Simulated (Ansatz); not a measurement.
Consider the substitution at a C–Si bond: `C[SiH2][AsH2]` + `N[SiH2]C=O` → `CN[SiH2]C=O` + `[SiH3][AsH2]`.

Program: Ansatz. Geometries: PBE0-D4/def2-TZVP. ΔE: electronic, gas phase. CCSD(T)/CBS is the MP2 limit (def2-TZVPP, def2-QZVPP) plus CCSD(T) − MP2 in def2-TZVPP, frozen cores. DFT in def2-TZVPP. For As outer-core shells are correlated without core-valence functions, which leaves a few kJ/mol of doubt a bond. Scalar relativity is left out up to krypton. One conformer a species, not always the lowest.

Question: Is it downhill or uphill in electronic energy at CCSD(T)/CBS, and by how much? (An estimate is asked.)

Answer: Ansatz gave: Uphill: ΔE = +82.5 kJ/mol.

Question: What do these levels give: PBE-D4, r2SCAN-D4, ωB97X-V, PBE, CCSD(T)/def2-TZVPP, SCS-MP2/def2-QZVPP? (Estimate.)

Answer: The calculation gave: PBE-D4 78.7, r2SCAN-D4 84.3, ωB97X-V 77.3, PBE 78.6, CCSD(T)/def2-TZVPP 78.7, SCS-MP2/def2-QZVPP 80.5 kJ/mol.

Largest T1 diagnostic among the species: 0.014.

In def2-TZVPP, CCSD(T) changes the Hartree–Fock value by +6.7 kJ/mol (the triples alone add +0.5 kJ/mol) and MP2 by +12.4 kJ/mol.
